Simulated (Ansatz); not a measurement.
Input and output for ClFH4OSi2 (`O[Si](F)([SiH3])Cl`).

```yaml
crystal:
  periodic: [false, false, false]
  atoms:
    - {symbol: O, position_ang: [-0.468803, 2.186902, 0.048265]}
    - {symbol: Si, position_ang: [0.256804, 0.427801, -0.488192]}
    - {symbol: F, position_ang: [1.802849, 1.044784, -0.632074]}
    - {symbol: Si, position_ang: [-0.236595, -1.232122, 0.769272]}
    - {symbol: Cl, position_ang: [-0.221958, -0.022719, -2.757446]}
    - {symbol: H, position_ang: [-0.667740, 2.735711, -1.044075]}
    - {symbol: H, position_ang: [-1.728610, -1.261881, 0.808679]}
    - {symbol: H, position_ang: [0.598026, -2.334916, 0.651608]}
    - {symbol: H, position_ang: [-0.112197, -1.035889, 2.418818]}
basis:
  gaussian: {orbitals: def2-SVP}
total_charge: -1
magnetization: {spin_polarized: true, initial_magnetization: 1}
hamiltonian: {xc: {name: B3LYP}}
scf: {lower_state_search: off}
output: {forces: true}
```

```sh
$ ansatz run in.yaml --threads 4 --pin off --events-out ev --progress --plain --max-ram 10444MiB
```

Output, abridged:

```
Functional definition: B3LYP
956 factors; integrals over basis functions are off by at most 1.2e-3 eV
mean field evaluation 1: about -33093.1108 eV, gradient 2.5e1 eV
mean field evaluation 2: about -33082.3269 eV, gradient 5.7e1 eV
mean field evaluation 4: about -33096.4173 eV, gradient 2.6e0 eV
mean field evaluation 8: about -33096.4864 eV, gradient 2.7e-1 eV
mean field evaluation 16: about -33096.4884 eV, gradient 1.6e-2 eV
mean field evaluation 32: about -33096.4884 eV, gradient 1.3e-5 eV
mean field -33096.48839986 eV, -1216.2735150893 hartree, gradient 5.5e-6 eV, S^2 0.752646; 0 other end points of the search recorded, 0 dependent functions left out
reference -33096.48867391 eV, -1216.2735251606 hartree; 34, 33 occupied and 68, 69 virtual orbitals, 956 factors
Total energy: -33096.48867391 eV, -1216.2735251606 hartree
Atom 0 at    -0.468803     2.186902     0.048265 Å, force    -0.216206    -0.942781    -5.774757 eV/Å
Atom 1 at     0.256804     0.427801    -0.488192 Å, force    -0.200374     4.677483    -0.828478 eV/Å
Atom 2 at     1.802849     1.044784    -0.632074 Å, force    -0.300527    -0.887480    -0.189212 eV/Å
Atom 3 at    -0.236595    -1.232122     0.769272 Å, force    -1.247100     1.823729     3.606780 eV/Å
Atom 4 at    -0.221958    -0.022719    -2.757446 Å, force     0.176477     0.623316     0.076155 eV/Å
Atom 5 at    -0.667740     2.735711    -1.044075 Å, force     0.880687    -2.526654     4.712678 eV/Å
Atom 6 at    -1.728610    -1.261881     0.808679 Å, force    -0.313783    -0.298604    -0.313278 eV/Å
Atom 7 at     0.598026    -2.334916     0.651608 Å, force     1.277895    -1.989572    -0.661424 eV/Å
Atom 8 at    -0.112197    -1.035889     2.418818 Å, force    -0.057069    -0.479437    -0.628464 eV/Å
Dipole moment:     0.049857     0.013041    -0.466158 e Å
Checks for a lower state left out: stability, starts, cluster_reference, orbital_swaps, neighbouring_geometries, increment
```

Run time 1.6 s (4 threads of an Intel Xeon Platinum 8488C on a shared host); peak host memory 0.5 GiB.
